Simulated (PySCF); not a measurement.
An equivalent PySCF input for Ar (argon, neutral), [Ar], closed-shell 1S, with the non-relativistic Hamiltonian (point nucleus):

```python
from pyscf import gto, scf, dft, mp, cc
import basis_set_exchange as bse
mol = gto.M(atom="Ar 0 0 0", charge=0, spin=0, symmetry="D2h",
            basis=gto.basis.parse(bse.get_basis("aug-cc-pwCVDZ", elements=["Ar"], fmt="nwchem")))
mf = dft.UKS(mol, xc="LC_WPBE")
mf.irrep_nelec = {'Ag': (3, 3), 'B1u': (2, 2), 'B2u': (2, 2), 'B3u': (2, 2)}
mf.kernel()
```

It reaches the same state as the run whose output follows, with an energy that differs only through the grid. The run itself started from symmetry-adapted Hartree-Fock orbitals and held the occupation by maximum overlap, on a logarithmic radial grid, so the iterations belong to that start.

```
SCF conv_tol = 1e-09
number electrons alpha = 9  beta = 9
XC functionals = LC_WPBE
    O. A. Vydrov and G. E. Scuseria.,  J. Chem. Phys. 125, 234109 (2006)
cycle= 1 E= -527.399089132999  delta_E= -0.00601  |g|= 0.0151  |ddm|= 0.144
cycle= 2 E= -527.399173651578  delta_E= -8.45e-05  |g|= 0.00789  |ddm|= 0.0421
cycle= 3 E= -527.399186850815  delta_E= -1.32e-05  |g|= 0.000883  |ddm|= 0.0121
cycle= 4 E= -527.39918706151  delta_E= -2.11e-07  |g|= 0.00013  |ddm|= 0.00128
cycle= 5 E= -527.399187077082  delta_E= -1.56e-08  |g|= 1.44e-05  |ddm|= 0.000319
cycle= 6 E= -527.399187077287  delta_E= -2.05e-10  |g|= 9.16e-07  |ddm|= 5.64e-05
converged SCF energy = -527.399187077287  <S^2> = -7.1054274e-15  2S+1 = 1
```
